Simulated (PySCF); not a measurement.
Correlation energy of F²⁺ (fluorine, charge +2)

[He] 2s2 2p3, high-spin 4S determinant. Computed with PySCF 2.14 in x2c-TZVPPall, with scalar relativity by spin-free X2C-1e. Frozen: nothing; 7 electrons correlated.

| level | correlation energy (mhartree) |
| --- | --- |
| CCSD | -129.78 |
| (T) | -1.19 |
| CCSD(T) | -130.97 |
| CCSDT | -131.11 |

Diagnostics: T1 = 0.0023, D1 = 0.0060, largest double amplitude 0.033.

Cost of the coupled-cluster step: of the order of 0.6 core-seconds, for 7 correlated electrons.

This basis was not built for core-valence correlation, so the inner-shell part is incomplete.
